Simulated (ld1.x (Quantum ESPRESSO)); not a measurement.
# An all-electron radial function and its pseudo partner (boron)

Columns: radius, all-electron u(r) and pseudo u(r) of the 2p shell (level -3.54 eV) of boron in the configuration [He] 2s2 2p1; BLYP, non-relativistic, ultrasoft scheme, ld1.x (Quantum ESPRESSO) 7.5.

| r (bohr) | all-electron | pseudo |
| --- | --- | --- |
| 0.175 | 0.0714 | 0.0088 |
| 0.350 | 0.1993 | 0.0346 |
| 0.525 | 0.3245 | 0.0754 |
| 0.700 | 0.4287 | 0.1282 |
| 0.875 | 0.5081 | 0.1892 |
| 1.050 | 0.5650 | 0.2541 |
| 1.225 | 0.6014 | 0.3186 |
| 1.400 | 0.6198 | 0.3783 |
| 1.575 | 0.6241 | 0.4300 |
| 1.750 | 0.6175 | 0.4709 |
| 1.925 | 0.6030 | 0.4995 |
| 2.100 | 0.5830 | 0.5153 |
| 2.275 | 0.5592 | 0.5189 |
| 2.450 | 0.5330 | 0.5118 |
| 2.625 | 0.5055 | 0.4961 |
| 2.800 | 0.4775 | 0.4743 |
| 2.975 | 0.4495 | 0.4489 |
| 3.150 | 0.4219 | 0.4219 |
| 3.325 | 0.3951 | 0.3951 |
| 3.500 | 0.3692 | 0.3692 |
| 3.675 | 0.3443 | 0.3443 |
| 3.850 | 0.3206 | 0.3206 |
| 4.025 | 0.2981 | 0.2981 |
| 4.200 | 0.2768 | 0.2768 |
| 4.375 | 0.2567 | 0.2567 |
| 4.550 | 0.2377 | 0.2377 |

(1) How many radial nodes do the two functions have?

(2) At about which radius was the pseudo-wave matched?

(3) Where does each function peak?

(4) Is the pseudo-wave norm-conserving?

## Answers

(1) The all-electron 2p function has n − l − 1 = 0; the pseudo-wave has 0.

(2) 3.50 bohr. The columns agree to 0.0005 from 3.15 bohr on; several derivatives are matched, so the curves merge somewhat inside the radius.

(3) Outermost all-electron maximum near 1.57 bohr, pseudo maximum near 2.27 bohr (to the table’s step).

(4) No, it belongs to an ultrasoft set: the norm inside the radius is not constrained, and the difference is carried by the augmentation charge.
